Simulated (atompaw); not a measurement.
**Ranking PAW (atompaw) potentials for bromine (Br)**

All share these settings but for the change named:

bromine, PAW, made with atompaw 4.2.0.5 (PBE, scalar-relativistic). Core [Ar] 3d10, reference 4s2 4p3 (charge +2). Waves: 4s (bound): rc 1.30 bohr; 4s channel at -1.95 Ry: rc 1.30 bohr; 4p (bound): rc 1.60 bohr; 4p channel at -1.6 Ry: rc 1.60 bohr. Local part: troulliermartins scheme with l = 2 at 0.5 Ry, radius 1.55 bohr. Core correction: smooth core density matched at 0.95 bohr. Augmentation charge: besselshape compensation charge, radius 1.55 bohr; PAW radius 1.60 bohr; waves and projectors: custom rrkj gramschmidtortho.

Cutoff: the first of the cutoffs (Ry, on a coarse ladder) from which the occupation-weighted sum of valence levels, in a spherical-Bessel basis at the reference potential, stays within 10 and 1 mRy of its value at 400 Ry; the density cutoff is not measured.

The base gives 25 Ry.

Of 11 variants that were run, those that failed, showed a ghost or another fault, or gave nearly equal values are left out.

A variant can come out equal or close to the base.

Task: Rank these variants from softest to hardest (loose cutoff).
A. augmentation besselshape compensation charge, radius 1.55 bohr; PAW radius 1.60 bohr; waves and projectors: custom polynom vanderbiltortho
B. functional LDA (PW92)
C. augmentation besselshape compensation charge, radius 1.55 bohr; PAW radius 1.60 bohr; waves and projectors: custom polynom2 7 10 vanderbiltortho

Result: C (21 Ry), B (25 Ry), A (30 Ry).
